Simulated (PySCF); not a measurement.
Species: C₂H₉BGeS.
Bonds: C1–C2, C2–B3, B3–S4, S4–Ge5. Hydrogens: H6, H7, H8 on C1; H9, H10 on C2; H11 on B3; H12, H13, H14 on Ge5.

Computed by this run: PBE0-D3(BJ)/def2-SVP geometry optimisation, gas phase in PySCF 2.14.0; density fitting, grid level 1; the optimiser is geomeTRIC in internal coordinates, started from a GFN2-xTB structure with every atom displaced at random (about 0.01 Å).

Step 0: E = -70224.8584 eV
```
atom  x, y, z in Å  |  force x, y, z in eV/Å
C1     -1.7079   -0.7319    0.1914   -0.736   1.780  -0.731
C2     -0.9267    0.1297   -0.8166    0.499  -0.203   0.967
B3     -0.4040    1.4500   -0.1327    1.171  -1.230  -0.200
S4      1.2963    1.6678    0.4649   -0.692   0.497   0.021
Ge5     2.3658   -0.2046   -0.0181    0.149   0.147   0.434
H6     -1.1041   -1.0085    1.0204    0.790  -0.504   1.064
H7     -2.1136   -1.6018   -0.2916   -0.325  -0.805  -0.272
H8     -2.5450   -0.1232    0.5779   -0.046  -0.282   0.105
H9     -1.5809    0.3859   -1.6325   -0.517   0.184  -0.763
H10    -0.1202   -0.4992   -1.2069    0.249   0.024  -0.326
H11    -1.1072    2.3546    0.0849   -0.628   0.894   0.223
H12     3.7277   -0.0163    0.6122    0.402   0.060   0.194
H13     1.6996   -1.4130    0.5701   -0.387  -0.513   0.347
H14     2.5129   -0.4047   -1.4808    0.073  -0.050  -1.063
```

**Question.** Estimate the geometry and energy of step 1. (The exact step hangs on the optimiser's Hessian estimate; all steps are aligned on step 0, rigid shifts and turns removed.)

**Answer.** E = -70225.0172 eV, largest force 0.373 eV/Å
```
atom  x, y, z in Å  |  force x, y, z in eV/Å
C1     -1.7949   -0.7080    0.1941    0.127  -0.251   0.165
C2     -0.9069    0.0811   -0.7704   -0.023  -0.001  -0.165
B3     -0.3566    1.3881   -0.1035   -0.061   0.276  -0.041
S4      1.3290    1.7461    0.3864   -0.016  -0.148   0.004
Ge5     2.4362   -0.1651   -0.0503    0.048  -0.159  -0.176
H6     -1.2274   -1.0391    1.0876   -0.132   0.038  -0.205
H7     -2.2116   -1.6079   -0.2920    0.043   0.079   0.088
H8     -2.6388   -0.1046    0.5543   -0.069   0.069   0.024
H9     -1.5177    0.3774   -1.6485    0.115   0.009   0.116
H10    -0.1053   -0.5686   -1.1618   -0.049  -0.010   0.003
H11    -1.1049    2.3158    0.1478    0.063  -0.131  -0.013
H12     3.8018   -0.0229    0.6588   -0.140  -0.005  -0.081
H13     1.6504   -1.3726    0.5279    0.146   0.202  -0.088
H14     2.6394   -0.3349   -1.5879   -0.052   0.033   0.368
```

The energy changes by -0.1589 eV. The first-order estimate −F·Δx gives -0.4195 eV and the mean of the old and new forces, exact on a quadratic surface, -0.1623 eV. The step makes an angle of 74° with the force vector and moves no atom by more than 0.180 Å.

What follows is the cost of the whole optimisation. Hardware: one thread, Arm Neoverse V1 (aarch64), shared host. Cost: 71 s of wall time, 0.52 GiB resident at most.
